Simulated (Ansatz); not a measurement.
Molecule: sum formula GeBr$_{2}$F (charge 0, doublet). It need not be the lowest isomer of its formula. 
Structure (B3LYP-D3(BJ)/def2-TZVP (Ansatz, a first-principles code) minimum search):
```
Ge
F 1 1.7478
Br 1 2.3389 2 105.99
Br 1 2.3389 2 105.99 3 119.36
```
Charge 0, spin multiplicity 2.

Dipole moments at this geometry, in debye (magnitudes).

| level | program | dipole (D) |
|---|---|---|
| SVWN5/def2-TZVPD | Ansatz | 1.38 |
| PBE/def2-TZVPD | Ansatz | 1.37 |
| revPBE/def2-TZVPD | Ansatz | 1.37 |
| B97M-V/def2-TZVPD | Ansatz | 1.45 |
| PBE0/def2-TZVPD | Ansatz | 1.52 |
| BHLYP/def2-TZVPD | Ansatz | 1.69 |
| CAM-B3LYP/def2-TZVPD | Ansatz | 1.60 |
| wB97X-V/def2-TZVPD | Ansatz | 1.55 |
| CCSD(T)/aug-cc-pVDZ | Ansatz | 1.57 |
